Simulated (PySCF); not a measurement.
## The third ionisation energy along the 5p block

Calculated with PySCF 2.14 from differences of total energies of unrestricted determinants, without spin-orbit coupling. Values in eV. The last column holds reference values (NIST; (s) semi-empirical, (t) theoretical, else measured). Unmarked ones compare directly (S terms, centres of terms, or small fine structure); those marked * lie between the lowest fine-structure levels and include a spin-orbit shift.

```
                                                                              element                         configurations     LDA     PBE    PBE0  MP2 (valence)  CCSD (valence)  CCSD(T) (valence)           reference
In (aug-cc-pVTZ-PP with one added diffuse shell each of d, f type with ECP28MDF, ECP)              [Kr] 4d10 5s1 → [Kr] 4d10  29.089  28.659  28.277            n/a             n/a                n/a              28.044
Sn (aug-cc-pVTZ-PP with one added diffuse shell each of d, f type with ECP28MDF, ECP)          [Kr] 4d10 5s2 → [Kr] 4d10 5s1  31.280  30.791  30.421         29.210          29.466             29.466              30.506
Sb (aug-cc-pVTZ-PP with one added diffuse shell each of d, f type with ECP28MDF, ECP)      [Kr] 4d10 5s2 5p1 → [Kr] 4d10 5s2  24.920  24.699  24.735         24.361          24.432             24.449            25.323 *
Te (aug-cc-pVTZ-PP with one added diffuse shell each of d, f type with ECP28MDF, ECP)  [Kr] 4d10 5s2 5p2 → [Kr] 4d10 5s2 5p1  27.714  27.495  27.564         27.304          27.342             27.362      27.84 ± 0.04 *
 I (aug-cc-pVTZ-PP with one added diffuse shell each of d, f type with ECP28MDF, ECP)  [Kr] 4d10 5s2 5p3 → [Kr] 4d10 5s2 5p2  30.485  30.281  30.399         30.294          30.277             30.300     29.57 ± 0.025 *
Xe (aug-cc-pVTZ-PP with one added diffuse shell each of d, f type with ECP28MDF, ECP)  [Kr] 4d10 5s2 5p4 → [Kr] 4d10 5s2 5p3  30.812  30.478  30.501         30.002          30.135             30.157  31.05 ± 0.04 (s) *
```

"Valence" correlates the outer s and p shells and, in groups 3 to 12 and the f block, the outer d or f shell, open or full, or the next shell where the ion has no valence electron left; the wider scheme adds the next inner shell.
